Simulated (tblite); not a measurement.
Compound: CH₁₀FNSi₃.
Atom-mapped SMILES: `[CH3:1][SiH2:2][Si@H:3]([F:4])[NH:5][SiH3:6]` (hydrogens: H7, H8, H9 on C1; H10, H11 on Si2; H12 on Si3; H13 on N5; H14, H15, H16 on Si6)

Computed with GFN2-xTB (tblite), gas phase: L-BFGS steps from a force-field or distance-geometry start until the largest atomic force falls under 0.01 eV/Å.

Step 12: E = -549.1601 eV
```
atom  x, y, z in Å  |  force x, y, z in eV/Å
C1     -2.5073    0.4705   -0.7108    0.072  -0.116   0.079
Si2    -1.4581   -0.9168    0.0919    0.034   0.071  -0.001
Si3     0.3399   -0.0911    1.3101   -0.071  -0.050  -0.020
F4     -0.1567    0.9731    2.4352    0.029   0.010  -0.139
N5      1.4731    0.8140    0.3503   -0.127  -0.293   0.031
Si6     2.5754    0.0231   -0.7288   -0.126  -0.005   0.062
H7     -2.8663    1.1530    0.0604    0.065   0.004  -0.142
H8     -3.3816    0.0901   -1.2398    0.135  -0.013   0.064
H9     -1.9077    1.0363   -1.4257   -0.109  -0.018   0.132
H10    -1.0531   -1.8736   -0.9620    0.006   0.123   0.067
H11    -2.3325   -1.7114    0.9810    0.006   0.083  -0.040
H12     1.0507   -1.0548    2.1660   -0.048   0.083  -0.056
H13     1.7241    1.7230    0.6982    0.041   0.051   0.023
H14     3.4910   -0.8453    0.0175    0.094   0.023  -0.034
H15     1.7110   -0.8165   -1.5563    0.016  -0.019  -0.084
H16     3.2905    1.0355   -1.4986   -0.017   0.063   0.057
```

Step 13: E = -549.1669 eV
```
atom  x, y, z in Å  |  force x, y, z in eV/Å
C1     -2.5030    0.4686   -0.7079    0.025  -0.055   0.046
Si2    -1.4534   -0.9168    0.0973   -0.040   0.124  -0.059
Si3     0.3392   -0.0974    1.3108   -0.046  -0.015  -0.004
F4     -0.1552    0.9741    2.4257   -0.004   0.051  -0.072
N5      1.4652    0.8107    0.3486    0.014   0.006   0.126
Si6     2.5720    0.0175   -0.7232   -0.101   0.005   0.010
H7     -2.8680    1.1547    0.0581    0.087  -0.015  -0.129
H8     -3.3774    0.0875   -1.2371    0.143  -0.033   0.071
H9     -1.9098    1.0377   -1.4265   -0.089  -0.042   0.153
H10    -1.0527   -1.8659   -0.9590    0.032   0.066   0.020
H11    -2.3339   -1.7071    0.9783   -0.021   0.047   0.002
H12     1.0454   -1.0554    2.1729   -0.020   0.054  -0.040
H13     1.7214    1.7275    0.6974   -0.057  -0.278  -0.084
H14     3.5055   -0.8451    0.0076    0.056   0.015  -0.011
H15     1.7144   -0.8141   -1.5655    0.011  -0.037  -0.057
H16     3.2827    1.0327   -1.4888    0.011   0.106   0.028
```

**Question.** Estimate the geometry and energy of step 14. (The exact step hangs on the optimiser's Hessian estimate; all steps are aligned on step 13, rigid shifts and turns removed.)

**Answer.** E = -549.1709 eV, largest force 0.188 eV/Å
```
atom  x, y, z in Å  |  force x, y, z in eV/Å
C1     -2.4977    0.4654   -0.7035   -0.025   0.011   0.009
Si2    -1.4505   -0.9159    0.1006   -0.075   0.102  -0.071
Si3     0.3373   -0.0994    1.3051   -0.027   0.026   0.011
F4     -0.1543    0.9764    2.4131   -0.034   0.080   0.000
N5      1.4544    0.8170    0.3440    0.017  -0.185   0.030
Si6     2.5621    0.0131   -0.7176   -0.039   0.026  -0.044
H7     -2.8662    1.1554    0.0556    0.077  -0.008  -0.074
H8     -3.3700    0.0830   -1.2324    0.100  -0.058   0.050
H9     -1.9106    1.0370   -1.4231   -0.037  -0.036   0.118
H10    -1.0504   -1.8584   -0.9570    0.045   0.018  -0.016
H11    -2.3346   -1.7024    0.9783   -0.031   0.024   0.022
H12     1.0472   -1.0552    2.1608    0.005   0.017   0.006
H13     1.7281    1.7189    0.7049   -0.027  -0.102  -0.019
H14     3.5077   -0.8384    0.0119    0.022   0.001  -0.005
H15     1.7146   -0.8157   -1.5726    0.005  -0.042  -0.023
H16     3.2753    1.0282   -1.4794    0.024   0.127   0.007
```

The energy changes by -0.0040 eV. The first-order estimate −F·Δx gives -0.0075 eV and the mean of the old and new forces, exact on a quadratic surface, -0.0040 eV. The step makes an angle of 67° with the force vector and moves no atom by more than 0.013 Å.

What follows is the cost of the whole relaxation. The run took 1.0 s wall on one thread of an Arm Neoverse N1 (shared host).
